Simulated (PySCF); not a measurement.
Molecule: (SiH3)2PPF2, F2H6P2Si2.

Geometry (Å), atoms numbered from 1 in this order:
```xyz
12

F    -0.365    3.310   -0.191
P    -0.161    1.886   -0.915
F     1.425    2.023   -1.225
P     0.015    0.619    0.924
Si    1.585   -0.789    0.088
Si   -1.755   -0.716    0.440
H     1.437   -0.987   -1.385
H     1.370   -2.097    0.778
H     2.940   -0.261    0.403
H    -1.827   -1.751    1.511
H    -1.632   -1.387   -0.892
H    -2.991    0.121    0.454
```

Geometry PBE0-D3(BJ)/def2-SVP throughout; GIAO in PySCF, gas phase, one conformer, non-relativistic; equivalent atoms averaged; functional PBE0.

Task: How do the shifts δ (against CFCl3, H3PO4, TMS at the same level) depend on the basis set? (ppm; last column core-seconds on 1 thread of an Arm Neoverse V1, shared host)

Result: 
```tsv
basis set	functions	F1/F3	P2	P4	Si5/Si6	H7/H8/H9/H10/H11/H12	core-s
pcSseg-0	82	-112.1	296.5	-308.6	-115.5	4.06	6.9
cc-pVDZ	130	-82.9	301.6	-182.4	-67.7	4.03	13
aug-cc-pVDZ	208	-86.9	286.8	-207.4	-72.3	4.29	27
cc-pVTZ	280	-81.4	293.3	-226.7	-73.5	4.17	41
IGLO-III	306	-85.1	317.7	-219.8	-79.9	4.32	43
pcSseg-2	328	-82.6	316.4	-225.5	-79.2	4.15	55
```

Task: Which nucleus moves most, in ppm?

Result: P4 (phosphorus bonded to P, 2 Si): from -308.6 ppm with pcSseg-0 to -182.4 ppm with cc-pVDZ. The smallest spread is 0.29 ppm, at H7/H8/H9/H10/H11/H12.

Task: Taking the largest basis, pcSseg-2 (328 functions), as the yardstick, rank the others by their worst heavy-atom deviation.

Result: IGLO-III 5.6 ppm (306 functions), cc-pVTZ 23.1 ppm (280 functions), aug-cc-pVDZ 29.6 ppm (208 functions), cc-pVDZ 43.1 ppm (130 functions), pcSseg-0 83.1 ppm (82 functions).

A small basis that lands close on one nucleus may do so by chance; judge by the trend and by all nuclei.
